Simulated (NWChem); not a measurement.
# SiH3OF; SMILES O[SiH2]F

```xyz
6

Si    -0.4548     0.0188     0.0010
O      0.4607    -1.3526    -0.0714
F      0.4705     1.3390    -0.0219
H     -1.2987     0.0012    -1.2099
H     -1.2440     0.0821     1.2577
H      0.9899    -1.5765     0.7066
```
Atoms are numbered in this order, from 1.

Computed with NWChem. All runs use the structure optimised with B3LYP/6-31G* (spherical d). Vertical excitations in the gas phase; the lowest state need not have the same character in each row.

| level | lowest excitation, singlet (eV) | oscillator strength of that lowest state | lowest triplet (eV) | orbital gap (eV) |
|---|---|---|---|---|
| PBE/def2-SVP, TDA | 7.82 | 0.004 | 7.40 | 7.65 |
| B3LYP/def2-SVP, TDA | 8.35 | 0.010 | 7.83 | 9.64 |
| BHandHLYP/def2-SVP, TDA | 9.04 | 0.017 | 8.42 | 12.56 |
| LDA (Slater exchange, VWN5)/def2-SVP, TDA | 7.72 | 0.003 | 7.37 | 7.54 |
